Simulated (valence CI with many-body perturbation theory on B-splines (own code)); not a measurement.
## V I: E2, M1 decay

Computed by valence CI with perturbative core correlation (CI+MBPT): five valence electrons over a frozen Dirac-Fock core [Ar], a basis of 7 s, 7 p, 8 d, 6 f, 4 g, 1 h functions for each j, with the one-electron correlation potential Σ1, the two-electron term Σ2, the three-electron term Σ3, Breit, model QED; selected CI, second order for the rest, scaled by the run's own slope (own B-spline code, finite nucleus).

Against 15 measured levels this calculation errs by 760 cm⁻¹ on average and by 1229 at most. These come from a selection out of the NIST Handbook of Basic Atomic Spectroscopic Data. Levels without a partner in it may be off by more, other configurations by 1,000 to 4,000 cm⁻¹. Among the levels kept, up to 1600 cm⁻¹ of a level comes from second order outside the variational space, and about a tenth of that is noise between levels of different J, which matters for small intervals.

Lines 1 to 50 of 87 in falling wavelength, among levels below 2.308 eV, chosen from the decays that carry over 1 % of a level's rate. Wavelengths and rates use the calculated energies, so an error of 800 cm⁻¹ moves a line at 10620 Å by 8.5 % and its rate by three times that or more. Electric multipoles are in the length gauge, E1 and E2 with the static RPA response of the core. Weak lines are less certain than strong ones. Lines between different terms over intervals too small for the method are left out, as are lines whose strength nearly cancels and 17 of this kind that miss the measured wavelength by over 7 %. Where a level lies close to another of its J and parity, the split of strength between their lines is uncertain. Branching is blank where the lifetime is uncertain.

Names give the largest LS component (configuration and term), which can be under half, so a name can repeat, a term be missing and a line seem to break the LS rules; names also repeat where a configuration has a term twice.

| λ vac (Å) | λ from measured levels | Upper | Lower | Type | A (s⁻¹) | Branch % |
| --- | --- | --- | --- | --- | --- | --- |
| 1.438e+06 | 1.495e+06 | 3d⁴4s ⁶D_5/2 | 3d⁴4s ⁶D_3/2 | M1 | 2.19e-05 |  |
| 1.082e+06 | 1.096e+06 | 3d⁴4s ⁶D_7/2 | 3d⁴4s ⁶D_5/2 | M1 | 4.12e-05 |  |
| 9.448e+05 | 8.817e+05 | 3d⁴4s ⁶D_9/2 | 3d⁴4s ⁶D_7/2 | M1 | 3.57e-05 |  |
| 7.709e+05 | 7.279e+05 | 3d³4s² ⁴F_5/2 | 3d³4s² ⁴F_3/2 | M1 | 9.45e-05 | 100.0 |
| 6.919e+05 |  | 3d³4s² ²H_11/2 | 3d³4s² ²H_9/2 | M1 | 3.70e-05 |  |
| 5.268e+05 | 5.374e+05 | 3d³4s² ⁴F_7/2 | 3d³4s² ⁴F_5/2 | M1 | 2.98e-04 | 100.0 |
| 5.147e+05 |  | 3d³4s4p ⁶G°_13/2 | 3d³4s4p ⁶G°_11/2 | M1 | 3.06e-04 | 4.4 |
| 4.578e+05 | 4.357e+05 | 3d³4s² ⁴F_9/2 | 3d³4s² ⁴F_7/2 | M1 | 2.82e-04 | 100.0 |
| 26870 |  | 3d³4s² ²H_9/2 | 3d³4s² ²G_9/2 | M1 | 6.81e-03 |  |
| 25870 |  | 3d³4s² ²H_11/2 | 3d³4s² ²G_9/2 | M1 | 3.45e-03 |  |
| 25530 |  | 3d³4s² ²H_9/2 | 3d³4s² ²G_7/2 | M1 | 3.50e-03 |  |
| 23750 |  | 3d³4s² ²P_3/2 | 3d³4s² ⁴P_5/2 | M1 | 5.66e-03 |  |
| 22850 |  | 3d³4s² ²P_3/2 | 3d⁴4s ⁴D_5/2 | M1 | 1.02e-03 |  |
| 22800 |  | 3d³4s² ²P_3/2 | 3d³4s² ⁴P_3/2 | M1 | 6.89e-03 |  |
| 22540 |  | 3d³4s² ²P_1/2 | 3d³4s² ⁴P_1/2 | M1 | 1.24e-02 |  |
| 22540 |  | 3d³4s² ²P_1/2 | 3d⁴4s ⁴D_3/2 | M1 | 9.75e-04 |  |
| 22340 |  | 3d³4s² ²P_3/2 | 3d³4s² ⁴P_1/2 | M1 | 2.88e-03 |  |
| 22330 |  | 3d³4s² ²P_3/2 | 3d⁴4s ⁴D_3/2 | M1 | 3.67e-04 |  |
| 22330 |  | 3d³4s² ²P_1/2 | 3d⁴4s ⁴D_1/2 | M1 | 7.64e-04 |  |
| 22120 |  | 3d³4s² ²P_3/2 | 3d⁴4s ⁴D_1/2 | M1 | 5.58e-04 |  |
| 19920 |  | 3d³4s² ²D_3/2 | 3d³4s² ⁴P_5/2 | M1 | 2.73e-03 | 4.3 |
| 19650 |  | 3d³4s² ²D_5/2 | 3d³4s² ⁴P_5/2 | M1 | 1.87e-03 | 3.9 |
| 10620 | 10790 | 3d³4s² ⁴P_5/2 | 3d³4s² ⁴F_9/2 | E2 | 1.68e-03 | 39.0 |
| 10570 | 10740 | 3d³4s² ⁴P_3/2 | 3d³4s² ⁴F_7/2 | E2 | 7.28e-03 |  |
| 10470 | 10630 | 3d³4s² ⁴P_1/2 | 3d³4s² ⁴F_5/2 | E2 | 1.70e-02 |  |
| 10380 | 10530 | 3d³4s² ⁴P_5/2 | 3d³4s² ⁴F_7/2 | E2 | 6.11e-04 | 14.2 |
| 10370 | 10530 | 3d³4s² ⁴P_3/2 | 3d³4s² ⁴F_5/2 | E2 | 1.38e-03 |  |
| 10330 | 10480 | 3d³4s² ⁴P_1/2 | 3d³4s² ⁴F_3/2 | E2 | 7.14e-03 |  |
| 10230 | 10380 | 3d³4s² ⁴P_3/2 | 3d³4s² ⁴F_3/2 | E2 | 5.05e-03 |  |
| 10180 | 10320 | 3d³4s² ⁴P_5/2 | 3d³4s² ⁴F_5/2 | E2 | 1.04e-03 | 24.0 |
| 10050 | 10180 | 3d³4s² ⁴P_5/2 | 3d³4s² ⁴F_3/2 | E2 | 2.57e-04 | 6.0 |
| 9571 |  | 3d³4s² ²G_7/2 | 3d³4s² ⁴F_9/2 | M1 | 5.38e-04 | 3.0 |
| 9395 |  | 3d³4s² ²G_9/2 | 3d³4s² ⁴F_9/2 | M1 | 2.23e-02 |  |
| 9375 |  | 3d³4s² ²G_7/2 | 3d³4s² ⁴F_7/2 | M1 | 9.07e-03 | 51.4 |
| 9211 |  | 3d³4s² ²G_7/2 | 3d³4s² ⁴F_5/2 | M1 | 8.02e-03 | 45.5 |
| 9206 |  | 3d³4s² ²G_9/2 | 3d³4s² ⁴F_7/2 | M1 | 8.50e-03 |  |
| 7464 |  | 3d⁴4s ⁴P_1/2 | 3d⁴4s ⁶D_3/2 | M1 | 3.02e-02 | 1.6 |
| 7405 |  | 3d⁴4s ⁴F_9/2 | 3d⁴4s ⁶D_9/2 | M1 | 2.62e-02 | 2.3 |
| 7401 |  | 3d⁴4s ⁴P_3/2 | 3d⁴4s ⁶D_5/2 | M1 | 2.82e-02 | 1.6 |
| 7371 |  | 3d⁴4s ⁴F_7/2 | 3d⁴4s ⁶D_7/2 | M1 | 1.67e-02 | 1.4 |
| 7290 |  | 3d⁴4s ⁴P_5/2 | 3d⁴4s ⁶D_7/2 | M1 | 1.92e-02 | 1.1 |
| 7126 |  | 3d³4s² ²P_3/2 | 3d³4s² ⁴F_5/2 | M1 | 8.87e-03 |  |
| 7081 |  | 3d³4s² ²P_1/2 | 3d³4s² ⁴F_3/2 | E2 | 4.62e-04 |  |
| 7061 |  | 3d³4s² ²P_3/2 | 3d³4s² ⁴F_3/2 | M1 | 5.47e-03 |  |
| 6793 |  | 3d³4s² ²D_5/2 | 3d³4s² ⁴F_7/2 | M1 | 3.74e-02 | 78.4 |
| 6790 |  | 3d³4s² ²H_11/2 | 3d³4s² ⁴F_7/2 | E2 | 1.38e-04 |  |
| 6737 |  | 3d³4s² ²D_3/2 | 3d³4s² ⁴F_5/2 | M1 | 3.66e-02 | 57.6 |
| 6707 |  | 3d³4s² ²D_5/2 | 3d³4s² ⁴F_5/2 | M1 | 4.67e-03 | 9.8 |
| 6679 |  | 3d³4s² ²D_3/2 | 3d³4s² ⁴F_3/2 | M1 | 2.01e-02 | 31.5 |
| 6649 |  | 3d³4s² ²D_5/2 | 3d³4s² ⁴F_3/2 | M1 | 1.53e-03 | 3.2 |
